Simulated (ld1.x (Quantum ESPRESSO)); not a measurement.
## Ranking TM potentials for arsenic

All share these settings but for the change named:

ld1.x (Quantum ESPRESSO) 7.5 input, shortened:

```
&input
   title='As', zed=33., rel=1, dft='PW91', iswitch=3,
   config='[Ar] 3d10 4s2 4p3'
 /
 &inputp
   pseudotype=2, tm=.true., lloc=-1, rcloc=1.75,
   nlcc=.true., rcore=1.30
 /
2
4S  1  0   2.00   0.00  1.60  1.60  0.0
4P  2  1   3.00   0.00  1.80  1.80  0.0
 &test
   configts(1)='4s2 4p3'
 /
```

Cutoff: the first of the cutoffs (Ry, on a coarse ladder) from which the occupation-weighted sum of valence levels, in a spherical-Bessel basis at the reference potential, stays within 10 and 1 mRy of its value at 400 Ry; the density cutoff is not measured.

The base gives 30 Ry.

Of 6 variants that were run, those that failed, showed a ghost or another fault, or gave nearly equal values are left out.

A variant can come out equal or close to the base.

Question: Rank these variants from softest to hardest (loose cutoff).
A. all radii but the core radius scaled by about 0.88 (s 1.40, p 1.58 bohr); local potential all-electron potential smoothed inside 1.54 bohr (lloc = -1)
B. all radii but the core radius scaled by about 1.33 (s 2.12, p 2.40 bohr); local potential all-electron potential smoothed inside 2.32 bohr (lloc = -1)
C. all radii but the core radius scaled by about 1.28 (s 2.04, p 2.30 bohr); local potential all-electron potential smoothed inside 2.22 bohr (lloc = -1)
D. all radii but the core radius scaled by about 1.15 (s 1.84, p 2.08 bohr); local potential all-electron potential smoothed inside 2.02 bohr (lloc = -1)

Answer: B (15 Ry), C (18 Ry), D (30 Ry), A (35 Ry).
